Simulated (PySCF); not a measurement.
## Structure from NMR data

An unknown has the formula C3H11NOSi2. Its calculated NMR data are:

¹H NMR (500 MHz, computed): δ 5.21 (s, 3H), 4.66 (d, 1H), 0.65 (br s, 2H), 0.52 (m, 1H), 0.50 (m, 1H), 0.20 (m, 1H), -0.06 (m, 1H), -0.14 (m, 1H).

¹³C{¹H} NMR (computed): δ 1.1, -0.6, -0.7.

Theory: GIAO PBE0/pcSseg-1 shieldings, GFN2-xTB geometry, in PySCF 2.14 (single conformer, non-relativistic Hamiltonian, equivalent nuclei averaged, no solvent model).

δ = σ(ref) − σ, references computed at the same level: TMS for ¹H (31.72 ppm) and ¹³C (186.93 ppm).

Task: Deduce the structure.

Result: 
Rings plus π bonds: 1 (1 ring in the answer). 3 carbon signals for 3 carbons: no two carbons are equivalent. Carbon types of the structure: 1 × CH, 2 × CH2, leaving 6 H on heteroatoms. δC 1.1, -0.6, -0.7: three-membered-ring carbon; carbons of three-membered rings are unusually shielded. δH 5.21: hydrogen on a silicon bonded to O. δH 4.66: hydrogen on a silicon bonded to C, N, O. δH 0.65: hydrogen on a nitrogen bonded to Si; exchangeable, gas-phase position. δH 0.52, 0.50, 0.20, -0.06, -0.14: hydrogen on a three-membered-ring carbon; cyclopropane-type protons are shielded by the ring.

These data were computed for `N[Si@@H](O[SiH3])C1CC1`.

The data come from this structure; uniqueness wasn't tested.

Exchangeable OH/NH protons stand at their gas-phase positions; hydrogen bonding in a real sample shifts them, mostly to higher δ. Shifts are as computed. Against solution values, carbons near 30 ppm lie about +3 ppm off and those near 130 ppm about +5 ppm. Of 1211 compounds with measured shifts, 218 miss one by over three times the rms of a fit or turn the order of signals round; such compounds aren't used in these exercises. No couplings were computed; multiplicities are counted from neighbouring protons, with m where these are inequivalent, close in shift, in a saturated or five-membered ring or joined by F or P, and br s for small geminal =CH2 splittings.
